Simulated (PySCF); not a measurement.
Gas-phase reaction: GaOH + O₂ + 2 H = Ga(OH)₃

Energies from PySCF, thermal terms from the rigid-rotor harmonic-oscillator model, ideal gas at 1 bar. † marks an energy on the PBE0/def2-TZVP geometry and frequencies; other levels use their own. MP2 and CCSD(T) freeze the core. Open shells (unrestricted): O₂ (multiplicity 3), H (multiplicity 2); the rest are closed-shell singlets. Ga: all electrons, no relativistic terms. GaOH, Ga(OH)₃: computed as isolated molecules; such fragments, hydroxides, amides, oligomers or adducts are transient or little studied in the gas. MP2 isn't extrapolated to the basis-set limit; its ΔH°(298 K) is -978.0 kJ in def2-SVP and -1044.8 kJ in def2-TZVPP. CCSD(T) isn't extrapolated to the basis-set limit; its ΔH°(298 K) is -959.5 kJ in def2-SVP and -1024.5 kJ in def2-TZVPP. The harmonic model lacks anharmonicity and excited electronic states, which grow with temperature; levels with a mode under 35 cm⁻¹ are left out.

```
level                ΔE electronic, kJ  ΔH°(298 K), kJ  ΔS°(298 K), J/K  ΔG°(1800 K), kJ
-------------------  -----------------  --------------  ---------------  ---------------
BLYP/def2-TZVP†                   -963            -909             -365             -245
CCSD(T)/def2-TZVPP†              -1079           -1024             -365             -360
MP2/def2-SVP†                    -1032            -978             -365             -313
PBE0/def2-QZVP†                  -1024            -970             -365             -305
PBE0/def2-TZVP                   -1011            -957             -365             -293
ωB97M-V/def2-TZVP†               -1042            -988             -365             -324
```
ΔH° is lowest at CCSD(T)/def2-TZVPP† and highest at BLYP/def2-TZVP†. No reference value is set beside these.
